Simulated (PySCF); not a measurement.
# HgCl₂, singlet: molecular constants

All numbers come from PBE0/[Hg def2-TZVP with ECP60, Cl def2-TZVP], scalar-relativistic core potentials, density fitting, no spin–orbit coupling, PySCF.

The structure is a minimum.

```xyz
3
charge 0 multiplicity 1, angstrom
Hg    0.0000    0.0000    0.0000
Cl    0.0000    0.0000    2.2576
Cl    0.0000    0.0000   -2.2576
```

- Point group: D∞h
- Bond lengths: Hg–Cl 2.258 Å (×2)
- Bond angles: Cl–Hg–Cl 180.0°
- Enthalpy at 298.15 K above 0 K: 14.25 kJ/mol
- Rotational constants: 0.04729 cm⁻¹
- Heat capacity Cp at 298.15 K: 58.0 J/(mol K)
- Principal quadrupole moments (Buckingham, traceless) about the centre of mass: -9.51, 4.75, 4.75 D Å
- Zero-point energy: 5.8 kJ/mol
- Highest occupied level: -8.91 eV
- Lowest empty level: -2.29 eV
- Rotational symmetry number: 2
- Atomisation energy without zero-point energy: 450 kJ/mol
- Entropy at 298.15 K and 1 bar: 288.5 J/(mol K)
- Principal polarisabilities: 36.0, 36.0, 87.6 bohr³
- Dipole moment: 0.00 D

Harmonic modes (masses in u: Hg 201.971, Cl 34.969):
| symmetry | ω (cm⁻¹) | IR (km/mol, summed over degenerate members) | μ (u) |
| --- | --- | --- | --- |
| πu | 100 | 8.9 | 44.41 |
| σg+ | 356 | 0.0 | 34.97 |
| σu+ | 410 | 55.5 | 44.41 |

In D∞h the vibrations span πu + σg+ + σu+. The σg+ mode carries no infrared intensity, as symmetry demands. With a centre of inversion only u modes can be infrared active and only g modes Raman active.

Charges (e):
| atom | Mulliken | Löwdin | polar tensor | Mayer order to Hg1 |
| --- | --- | --- | --- | --- |
| Hg1 | 0.76 | 0.19 | 0.90 | – |
| Cl2,3 | -0.38 | -0.10 | -0.45 | 0.92 |

Mulliken populations on Hg1 (electrons outside its core potential): s 3.01, p 6.37, d 9.85, f 0.01.

Outer orbital energies (eV). occupied: -14.29, -14.29, -11.18, -10.42, -9.58, -9.58, -8.91, -8.91; empty: -2.29, -0.65, -0.65, 1.29.

Counting electrons, mercury keeps none of its valence electrons outside its bonds, so the VSEPR class is AX2 and the expected shape is linear (D∞h), as computed.

Spin–orbit coupling, left out here, can matter for elements this heavy.

The final relaxation and frequency run took roughly 40 core-seconds on a shared host.
